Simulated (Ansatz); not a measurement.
Born–Oppenheimer molecular dynamics of CH$_{5}$BFN (9 atoms, charge 0, multiplicity 1). It starts from a relaxed structure.

Method: RKS CAM-B3LYP/def2-SVP in Ansatz 0.2.0.

| Item | Value |
| --- | --- |
| ensemble | NVT, Langevin thermostat |
| time step | 0.5 fs |
| steps asked | 250 |
| set temperature | 2000 K |
| friction | 0.001 /fs |
| temperature schedule | 62 steps to 2000 K, then 188 steps to 10 K |
| seed | 32209 |

First frame:

```xyz
9
Properties=species:S:1:pos:R:3
B 0.063 -0.107 0.088
N -0.012 0.084 1.470
H -0.883 -0.002 1.979
H 0.788 0.317 2.042
C 1.382 0.013 -0.756
H 1.577 -0.935 -1.283
H 1.259 0.781 -1.536
H 2.271 0.265 -0.161
F -1.082 -0.414 -0.549
```

(1) How far do the bonds stretch over the last three quarters of this one trajectory? (Pairs bonded in most of those frames.)

Results:

(1) 
```tsv
bond	mean (Å)	spread (Å)	shortest	longest
B1–N2	1.414	0.050	1.32	1.50
B1–C5	1.586	0.067	1.46	1.76
B1–F9	1.356	0.052	1.27	1.47
N2–H3	1.023	0.041	0.95	1.10
N2–H4	1.022	0.053	0.94	1.11
C5–H6	1.114	0.057	1.02	1.20
C5–H7	1.118	0.061	1.01	1.24
C5–H8	1.124	0.080	1.00	1.24
```

Mean temperature of the second half: 1224 K. The schedule's set-point averaged 672 K over the second half and the system 1224 K, so it lags behind the ramp. A run of 0.12 ps of so small a system gives no equilibrium averages.

Run time: 4.7 min on 2 threads of Arm Neoverse V2 (shared host), peak memory 0.16 GiB.
